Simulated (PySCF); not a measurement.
La+ (lanthanum, charge +1) across methods

[Xe] 5d2, high-spin 3F determinant. Computed with PySCF 2.14 in cc-pVDZ-X2C (8s7p5d3f1g, 84 functions), with the spin-free X2C one-electron Hamiltonian (Gaussian nucleus).

| method | E (hartree) | mean ε 5p α (eV) | mean ε 5p β (eV) | mean ε 5d α (eV) | Σ⟨r²⟩ (bohr²) | ⟨S²⟩ |
| --- | --- | --- | --- | --- | --- | --- |
| UHF | -8489.11230 | -33.135 | -31.260 | -10.863 | 60.35 | 2.011 |
| PBE | -8491.86 | -26.555 | -25.786 | -7.895 | 60.20 | 2.002 |
| LC-wPBE | -8491.80 | -31.331 | -30.181 | -11.026 | 59.18 | 2.005 |
| r2SCAN | -8492.27 | -27.097 | -26.293 | -8.025 | 60.04 | 2.004 |
| PBE0 | -8491.93 | -28.442 | -27.421 | -8.769 | 59.86 | 2.003 |
| LDA | -8485.05 | -26.740 | -26.052 | -7.855 | 60.38 | 2.001 |

Spin-orbit coupling, absent here, splits the open shell strongly.
